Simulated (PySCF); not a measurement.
Compound: allyl methyl sulfone, C4H8O2S.
Cartesian coordinates in Å at the GFN2-xTB level; atoms count from 1:
```
atom  x, y, z in Å
C1     1.9072    1.1215   -0.2420
C2     1.4135   -0.0996   -0.3570
C3     0.1876   -0.4408   -1.1085
S4    -1.0739   -1.0414    0.0802
C5    -1.4227    0.4095    1.1138
O6    -2.2631   -1.3731   -0.6554
O7    -0.4889   -2.0609    0.9047
H8     1.4572    1.9658   -0.7390
H9     2.7930    1.3231    0.3342
H10    1.8765   -0.9353    0.1483
H11    0.3372   -1.2718   -1.7942
H12   -0.2565    0.4025   -1.6295
H13   -0.4851    0.7609    1.5233
H14   -1.8981    1.1575    0.4939
H15   -2.0884    0.0903    1.9054
```

Computed, not measured: TDDFT PBE0/def2-SVPD, vertical, gas phase, core orbitals frozen in the response (PySCF 2.14.0, density-fitted response routines).

Transition dipole moments from the ground state, in atomic units and in the frame of the coordinates above (overall signs are arbitrary), for the states with f of 0.002 or more among the lowest 6:

```
state  E (hartree)      μx      μy      μz
   S1       0.2349   0.835   0.643  -0.124
   S2       0.2552  -0.259  -0.258  -0.036
   S4       0.2753  -0.407  -0.441  -0.091
   S5       0.2781   0.327   0.458   0.062
   S6       0.2822   0.206   0.454   0.124
```

(1) Work out the oscillator strengths.

(2) What angle do the transition dipoles of S4 and S6 make?

(3) What peak molar absorption coefficient would the strongest computed level give as a lone Gaussian band 0.3 eV wide at half height?

## Answers

(1) f = (2/3) ΔE |μ|² with ΔE in hartree (27.2114 eV).

```json
{"state": "S1", "|μ|² (au)": "1.126", "|μ| (D)": "2.70", "f": "0.176"}
{"state": "S2", "|μ|² (au)": "0.135", "|μ| (D)": "0.93", "f": "0.023"}
{"state": "S4", "|μ|² (au)": "0.368", "|μ| (D)": "1.54", "f": "0.068"}
{"state": "S5", "|μ|² (au)": "0.320", "|μ| (D)": "1.44", "f": "0.059"}
{"state": "S6", "|μ|² (au)": "0.264", "|μ| (D)": "1.31", "f": "0.050"}
```

(2) |cos θ| = |μa·μb| / (|μa| |μb|) = 0.95, so θ ≈ 19° (taken between 0 and 90°, since the signs are arbitrary).

(3) ε(max) = 2.175×10⁸ f / FWHM, with the width in cm⁻¹. S1: 2.175×10⁸ × 0.1764 / 2420 ≈ 16000 L mol⁻¹ cm⁻¹.

One conformer stands for the species.
